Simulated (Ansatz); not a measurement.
Consider the substitution at a C–C bond: `CCCCCC(C)(C)C` + `C[NH][AlH][Cl]` → `C[N](C)[AlH][Cl]` + `CCCCC(C)(C)C`.

Program: Ansatz. Geometries: PBE0-D4/def2-TZVP. ΔE: electronic, gas phase. CBS: MP2 limit from def2 TZ/QZ plus the TZ coupled-cluster correction, frozen cores. Functionals use def2-TZVPP. Each species was taken in one conformer, which may not be the lowest.

Q: Is it downhill or uphill in electronic energy at CCSD(T)/CBS, and by how much? (Best estimate.)

A: The calculation gave: Uphill: ΔE = +25.6 kJ/mol.

Q: What do these levels give: r2SCAN-D4, ωB97X-V, ωB97M-V, B2PLYP, PBE, PBE0, CCSD/def2-TZVPP, CCSD(T)/def2-TZVPP, HF/def2-QZVPP, MP2/def2-QZVPP, SCS-MP2/def2-QZVPP, CCSD/CBS(def2)? (Best estimate.)

A: Computed: r2SCAN-D4 22.4, ωB97X-V 23.8, ωB97M-V 25.2, B2PLYP 20.9, PBE 18.4, PBE0 20.8, CCSD/def2-TZVPP 24.7, CCSD(T)/def2-TZVPP 24.3, HF/def2-QZVPP 21.1, MP2/def2-QZVPP 26.1, SCS-MP2/def2-QZVPP 24.5, CCSD/CBS(def2) 26.0 kJ/mol.

Largest T1 diagnostic among the species: 0.011.

In def2-TZVPP, CCSD(T) changes the Hartree–Fock value by +3.2 kJ/mol (the triples alone add −0.4 kJ/mol) and MP2 by +4.2 kJ/mol.
